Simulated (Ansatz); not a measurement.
Gas-phase electronic energies from Ansatz, PBE0-D4/def2-TZVP geometries. CCSD(T)/CBS is the MP2 limit (def2-TZVPP, def2-QZVPP) plus CCSD(T) − MP2 in def2-TZVPP, frozen cores. This one scheme is used for every species. Functionals use def2-TZVPP. HSE06 is defined as in plane-wave codes. def2 core potentials past Kr. For Zr outer-core shells are correlated without core-valence functions, which leaves a few kJ/mol of doubt a bond. One conformer a species, not always the lowest.

Reaction (ligand exchange at a Zr–C bond): `C#[C][Zr]([Cl])([Cl])[C]#C` + CH₃OH → `C#[C][Zr]([Cl])([Cl])[O]C` + acetylene

```json
{"level": "LDA (SPW92)", "ΔE (kcal/mol)": "-33.4"}
{"level": "ωB97X-V", "ΔE (kcal/mol)": "-33.8"}
{"level": "HSE06", "ΔE (kcal/mol)": "-30.9"}
{"level": "MP2/def2-QZVPP", "ΔE (kcal/mol)": "-32.3"}
```

What does CCSD(T)/CBS give? (An estimate is asked.)

The calculation gave: -32.2 kcal/mol. The listed levels differ from it by -1.2, -1.6, 1.3, -0.1 kcal/mol.

Largest T1 diagnostic among the species: 0.016.

Leaving LDA and LC-ωPBE aside and taking each functional with its dispersion term where it has one, the values, not all of them listed here, spread over 4.6 kcal/mol, from CAM-B3LYP-D4 to revPBE-D4. LDA lies −2.7 kcal/mol from PBE without D4. At CCSD(T), def2-SVP lies −3.8 kcal/mol from the extrapolated value and def2-TZVPP +0.4 kcal/mol. From BLYP to BHLYP (50 % exact exchange), in def2-TZVPP and without D4, ΔE moves by −1.1 kcal/mol.

CCSD(T)/CBS has its own doubt, a few kJ/mol and more with outer-core shells, so smaller differences from it don't rank the levels.
